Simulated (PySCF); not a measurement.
C2H4OSi.

```xyz
8

Si    -0.7476    -0.1627     0.2522
O     -1.1893     1.2243    -0.5844
C      1.0553    -0.5054     0.0806
C      2.2620    -0.7112    -0.0333
H     -1.5341    -1.2734    -0.3665
H     -1.0408    -0.0637     1.7252
H     -0.6718     2.0182    -0.3630
H      3.3234    -0.8989    -0.1351
```

The structure is a stationary point at PBE-D3(BJ)/def2-SVP. The values are those of a single conformer.

Computed with B3LYP/pcSseg-1 (PySCF). Non-relativistic, no solvent.

Problem. Give the absolute GIAO shielding of each atom: isotropic value and principal components (ppm). (An estimate is asked for; the answer gives what the named calculation found.)

Solution. 
```json
[
 {"atom": "Si1", "σ(iso)": "387.8", "σ11": "343.0", "σ22": "368.4", "σ33": "451.9", "span": "109.0"},
 {"atom": "O2", "σ(iso)": "301.7", "σ11": "277.3", "σ22": "298.7", "σ33": "329.1", "span": "51.8"},
 {"atom": "C3", "σ(iso)": "91.4", "σ11": "-12.1", "σ22": "-3.3", "σ33": "289.8", "span": "301.9"},
 {"atom": "C4", "σ(iso)": "76.1", "σ11": "-8.0", "σ22": "-2.5", "σ33": "238.9", "span": "246.9"},
 {"atom": "H5", "σ(iso)": "26.5", "σ11": "23.5", "σ22": "24.9", "σ33": "31.1", "span": "7.7"},
 {"atom": "H6", "σ(iso)": "26.3", "σ11": "23.0", "σ22": "24.9", "σ33": "30.9", "span": "7.9"},
 {"atom": "H7", "σ(iso)": "30.3", "σ11": "22.7", "σ22": "26.3", "σ33": "41.9", "span": "19.2"},
 {"atom": "H8", "σ(iso)": "28.7", "σ11": "24.3", "σ22": "24.4", "σ33": "37.6", "span": "13.4"}
]
```
